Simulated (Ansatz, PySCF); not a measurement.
Torsion F1–Pb2–S3–H4 in FHPbS (SMILES [F][Pb][SH]); at each angle all else is relaxed with GFN2-xTB, and the levels are single points there.
Geometry at 0° (charge 0, multiplicity 1):
```xyz
4

F      1.73678    -0.88632    -0.16286
Pb     0.99493     1.02768    -0.61832
S     -1.42545     0.39865    -0.50136
H     -1.26757    -0.87644    -0.20207
```

On the grid 0° to 330°, 90° is the highest and 0° the lowest point at CCSD(T)/CBS(def2-TZVPP, def2-QZVPP).

Frozen-core correlation. Filled d and f shells under p-block atoms count as core. CBS: X⁻³ extrapolation of the correlation energy, Hartree–Fock from the larger set.

Run with Ansatz (Gaussian basis) for Hartree–Fock, density functionals and correlated methods; PySCF for the dispersion terms.  In def2 rows elements past Kr take small-core potentials, without spin–orbit coupling.

PBE/def2-TZVPP gives 7.20 kcal/mol for the energy at 90° less that at 0°.

Task: Where do these levels fall relative to PBE: PBE-D3(BJ)/def2-TZVPP, r2SCAN/def2-TZVPP, B3LYP/def2-TZVPP, wB97M-V/def2-TZVPP, MP2/CBS(def2-TZVPP, def2-QZVPP), CCSD(T)/CBS(def2-TZVPP, def2-QZVPP).

Result: PBE-D3(BJ)/def2-TZVPP 0.06; r2SCAN/def2-TZVPP 0.59; B3LYP/def2-TZVPP -0.07; wB97M-V/def2-TZVPP -0.05; MP2/CBS(def2-TZVPP, def2-QZVPP) -0.61; CCSD(T)/CBS(def2-TZVPP, def2-QZVPP) -0.73 kcal/mol. 2 of 6 lie above PBE; the widest gap is to CCSD(T)/CBS(def2-TZVPP, def2-QZVPP).

Ansatz is a first-principles code.
